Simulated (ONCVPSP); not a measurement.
**Pd: one change to an ONCV potential, before and after**

ONCVPSP 4.0.1 input, shortened (lines: element, Z, core and valence counts, functional; n l f; lmax; l rc ep ncon nbas qcut; lloc lpopt rc5 dvloc0; l nproj debl; icmod fcfact rcfact), PBEsol, fully relativistic:

```
  Pd 46.00    6    3  -116133      upf
    1    0    2.00
    2    0    2.00
    2    1    6.00
    3    0    2.00
    3    1    6.00
    3    2   10.00
    4    0    2.00
    4    1    6.00
    4    2    8.00
    2
    0    1.10    0.00    4    8    6.60
    1    1.05    0.00    4    7    6.50
    2    1.60    0.00    4    9    9.30
    4    2    0.75   -1.00
    0    2    1.70
    1    3    2.30
    2    3    0.40
    0    0.00    0.00
```

Open shells are filled in proportion to 2j + 1.

In the s channel the program set the typed energies aside and used -4.054, 0.250 Ha. In the p channel the program set the typed energies aside and used -2.741, 0.250, 2.550 Ha (j = l + 1/2; the other j can differ). In the d channel the program set the typed energies aside and used -0.996, 0.250, 0.650 Ha (j = l + 1/2; the other j can differ).

Change: s: qcut 6.5.

Cutoffs: the cutoffs (Ha) at which the residual kinetic energy of the hardest occupied pseudo-wave falls to 1 and 0.1 mHa per electron; they do not see the model core or the augmentation charge, which bear on the density cutoff. Errors are all-electron minus pseudo energies relative to the spin-unpolarised reference configuration.

Question: What does the change do?

Answer: The potential gets neither clearly harder nor softer (129 Ha and 153 Ha → 130 Ha and 154 Ha); both files keep a bound ghost (p); the errors of the 4 common tests hardly move.

| quantity | base | changed |
| --- | --- | --- |
| cutoff, loose | 129 Ha | 130 Ha |
| cutoff, tight | 153 Ha | 154 Ha |
| loose cutoff by channel | s 129 Ha, p 119 Ha, d 30 Ha | s 130 Ha, p 119 Ha, d 30 Ha |
| bound ghosts | p3/2, p1/2 | p3/2, p1/2 |
| GHOST(+) flags under 300 eV | s at 244.5 eV | s at 245.2 eV |
| error for 4s2 4p6 4d10, meV [ΔE -29.94 eV] | -0.2 | -0.2 |
| error for 4s2 4p6 4d9, meV [ΔE -20.82 eV] | +0.2 | +0.2 |
| error for 4s2 4p6 4d7, meV [ΔE 34.35 eV] | +2.5 | +2.5 |
| error for 4s2 4p6 4d9 5s1, meV [ΔE -28.43 eV] | -0.1 | -0.1 |
| s: phases at 1.12 bohr within 0.05 rad from the reference energy up to (Ha; the scan ends near 5) | to the end of the scan | to the end of the scan |
| p3/2: phases at 1.06 bohr within 0.05 rad from the reference energy up to (Ha; the scan ends near 5) | to the end of the scan | to the end of the scan |
| p1/2: phases at 1.06 bohr within 0.05 rad from the reference energy up to (Ha; the scan ends near 5) | to the end of the scan | to the end of the scan |
| d5/2: phases at 1.63 bohr within 0.05 rad from the reference energy up to (Ha; the scan ends near 5) | to the end of the scan | to the end of the scan |
| d3/2: phases at 1.63 bohr within 0.05 rad from the reference energy up to (Ha; the scan ends near 5) | to the end of the scan | to the end of the scan |

 A true bound ghost makes a file unfit for plane-wave use even where its test errors are small: the radial tests pick states by their node count and pass the ghost by.
